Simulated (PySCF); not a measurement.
# Si²⁺ (silicon, charge +2) across methods

[Ne] 3p2, high-spin 3P determinant (an excited configuration). All numbers are calculated (PySCF 2.14, no relativity, point nucleus, in dyall-av2z (13s9p2d, 50 functions)).

```tsv
method	E (hartree)	mean ε 2p α (eV)	mean ε 2p β (eV)	mean ε 3p α (eV)	Σ⟨r²⟩ (bohr²)	⟨S²⟩
r2SCAN	-287.9089	-121.76	-121.31	-22.838	14.03	2.000
BP86	-287.9596	-119.76	-119.37	-22.719	13.93	2.000
LDA	-286.7720	-119.68	-119.24	-22.608	13.96	2.000
B3LYP	-287.9439	-124.21	-123.73	-23.360	13.99	2.000
UHF	-287.43760	-140.55	-139.64	-25.886	14.52	2.000
PW91	-287.9194	-119.85	-119.43	-22.756	13.97	2.000
wB97X-V	-287.8711	-126.94	-126.50	-25.692	14.12	2.000
PBE0	-287.8053	-125.19	-124.66	-23.625	14.08	2.000
```

Q: Estimate the same row for PBE.

A: E (hartree) = -287.7914; mean ε 2p α (eV) = -119.67; mean ε 2p β (eV) = -119.25; mean ε 3p α (eV) = -22.699; Σ⟨r²⟩ (bohr²) = 14.00; ⟨S²⟩ = 2.000.
